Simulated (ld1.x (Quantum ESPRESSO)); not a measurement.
**mercury: one change to a TM potential, before and after**

mercury, norm-conserving Troullier–Martins (Kleinman–Bylander form), made with ld1.x (Quantum ESPRESSO) 7.5 (PBE, scalar-relativistic). Core [Kr] 4d10 4f14, reference 5s2 5p6 5d10 6s0 6p0 (charge +2). Waves: 5p (bound): rc 1.60 bohr; 5d (bound): rc 2.10 bohr; 5f channel at -0.05 Ry: rc 1.85 bohr; 5s (bound): rc 1.10 bohr. Local part: the s channel. Core correction: Bessel-smoothed model core, default radius (core density twice the valence density).

Change: reference 5s2 5p6 5d10 6s1 6p1 (6p, 6s counted twice).

Cutoffs: the cutoffs (Ry, on a coarse ladder) from which the occupation-weighted sum of valence levels, in a spherical-Bessel basis at the reference potential, stays within 10 and 1 mRy of its value at 400 Ry; they do not see the model core or the augmentation charge, which bear on the density cutoff. Errors are all-electron minus pseudo energies relative to the spin-unpolarised reference configuration.

Problem. What does the change do?

Solution. The potential gets neither clearly harder nor softer (140 Ry and 230 Ry → 140 Ry and 230 Ry); the miss of the reference levels goes from 0.00 to 0.39 eV; the range in which the p phases agree widens (upper end -1.1 → 0.1); neither file shows a bound ghost. In the changed file ld1.x takes every shell without a wave as core, so the model core holds the 6p, 6s electrons as well and exchange and correlation see them twice. This cancels in the reference configuration, but the file is broken for other ones, and its errors say nothing about a proper core correction.

```tsv
quantity	base	changed
cutoff, loose	140 Ry	140 Ry
cutoff, tight	230 Ry	230 Ry
bound ghosts	none	none
largest miss of a reference level, eV	0.00	0.39
largest error over its own tests, meV	+894	-1026
s: phases at 2.31 bohr within 0.05 rad from the reference energy up to (Ry; the scan ends near 5)	n/a	-1.2
p: phases at 2.31 bohr within 0.05 rad from the reference energy up to (Ry; the scan ends near 5)	-1.1	0.1
d: phases at 2.31 bohr within 0.05 rad from the reference energy up to (Ry; the scan ends near 5)	to the end of the scan	to the end of the scan
f: phases at 2.31 bohr within 0.05 rad from the reference energy up to (Ry; the scan ends near 5)	to the end of the scan	to the end of the scan
```
